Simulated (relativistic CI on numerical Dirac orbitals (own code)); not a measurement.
## Cr⁴⁺ in a cubic cluster: 1s photoemission with charge transfer

Computed with a charge-transfer multiplet model of a cubic metal-ligand cluster with up to 2 ligand holes, Slater and spin-orbit integrals from Dirac-Coulomb-Breit ions, Slater integrals scaled by 0.8. The ground state mixes d2 with configurations of k ligand holes L, whose averages lie at kΔ + k(k − 1)U_dd/2; a core hole lowers each added d electron by U_cd. 300 K, Lorentzian 1.1 eV and Gaussian 0.6 eV FWHM.

Atomic integrals in eV (Slater integrals scaled, ζ unscaled), ground: F2dd 9.377, F4dd 5.906, zeta_d 0.039; with the core hole: F2dd 10.671, F4dd 6.745, zeta_d 0.058, G2cd 0.057.

Cluster parameters (eV): Δ = 0.8, U_dd = 6.4, 10Dq = 0.75, 10Dq(ligand) = 0.7, V(eg) = 2.65, V(t2g) = -1.37, final-state hopping factor = 1.

```csv
Case,n_d,d2,d3L,d4L2,S
U_cd = 6.5 eV,2.82,0.31,0.55,0.14,1.00
U_cd = 7.1 eV,2.82,0.31,0.55,0.14,1.00
U_cd = 8.3 eV,2.82,0.31,0.55,0.14,1.00
```

Weights, n_d and S are thermal averages at 300 K. Binding energies count from the first peak over 30 % of the highest in each spectrum, which can be another peak from case to case. The parameters are a model scan and need not match a compound or its usual spin state. Peaks in eV (height, largest 100):
- U_cd = 6.5 eV: 0.0 (100), 12.3 (8)
- U_cd = 7.1 eV: 0.0 (100), 12.4 (9)
- U_cd = 8.3 eV: 0.0 (100), 4.0 (5), 13.2 (10)

Curve for U_cd = 8.3 eV (points under 2 left out, the grid thinned):

```
E (eV)  Intensity
  -3.9        2.4
  -3.5        3.0
  -3.1        3.8
  -2.7        4.9
  -2.2        7.4
  -1.8       10.8
  -1.4       17.4
  -1.0       31.2
  -0.6       59.7
  -0.2       94.6
   0.2       91.9
   0.7       47.9
   1.1       25.9
   1.5       16.2
   1.9       12.0
   2.3        9.1
   2.7        6.8
   3.1        5.4
   3.5        5.1
   4.0        5.4
   4.4        4.9
   4.8        4.0
   5.2        3.1
   5.6        2.4
   8.0        2.0
   8.4        2.3
   8.9        2.3
   9.3        2.1
   9.7        2.1
  10.1        2.2
  10.5        2.6
  10.9        3.3
  11.3        4.5
  11.7        6.4
  12.2        8.2
  12.6        9.0
  13.0       10.0
  13.4       10.1
  13.8        8.7
  14.2        7.1
  14.6        5.8
  15.1        4.5
  15.5        3.8
  15.9        2.9
  16.3        2.1
```

For the case U_cd = 8.3 eV, Δ = 0.8 eV is smaller than U_dd = 6.4 eV, the charge-transfer side of the Zaanen-Sawatzky-Allen scheme. With the core hole the configuration with one ligand hole lies at Δ − U_cd = -5.7, -6.3, -7.5 eV from the one without, in the order of the table; where this is negative the screened configuration lies lower, though the effective hopping of about 5.5 eV (from the holes of the mixed ground state) mixes the two strongly wherever it is as large as the gap.

With at most 2 ligand holes the space is cut while the next configuration still counts, so covalency is underestimated, and a final configuration with one more ligand hole, which can lie low, is missing from the spectra.
